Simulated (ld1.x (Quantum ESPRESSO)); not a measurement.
**Configuration tests for O (TM)**

ld1.x (Quantum ESPRESSO) 7.5 input, shortened:

```
&input
   title='O', zed=8., rel=1, dft='PBESOL', iswitch=3,
   config='[He] 2s2 2p4 3d-2'
 /
 &inputp
   pseudotype=2, tm=.true., lloc=2,
   nlcc=.true., new_core_ps=.true.
 /
3
2S  1  0   2.00   0.00  0.90  0.90  0.0
2P  2  1   4.00   0.00  1.25  1.25  0.0
3D  3  2  -2.00   0.20  1.05  1.05  0.0
 &test
   configts(1)='2s2 2p4'
 /
```

Energies are relative to the spin-unpolarised reference configuration 2s2 2p4; without spin polarisation the order of configurations can differ from experiment.

| valence configuration | charge | ΔE all-electron (eV) | error AE − PS (meV) |
| --- | --- | --- | --- |
| 2s2 2p2 | +2 | 49.837 | +75 |
| 2s2 2p1 | +3 | 103.544 | +356 |
| 2s1 2p5 | 0 | 14.855 | +11 |
| 2s2 2p3.5 | +0.5 | 6.254 | +0.5 |
| 2s2 2p0 | +4 | 180.189 | +1145 |

Q: What are ΔE and the potential's error for 2s0 2p6?

A: ΔE = 29.748 eV all-electron; the error (AE − PS) is +44 meV.

Q: What are ΔE and the potential's error for 2s2 2p3?

A: ΔE = 16.360 eV all-electron; the error (AE − PS) is +6.4 meV.

Levels in the configuration 2s2 2p3:

```json
{"level": "2s", "all-electron (eV)": "-39.483", "pseudo (eV)": "-39.492"}
{"level": "2p", "all-electron (eV)": "-24.362", "pseudo (eV)": "-24.339"}
```
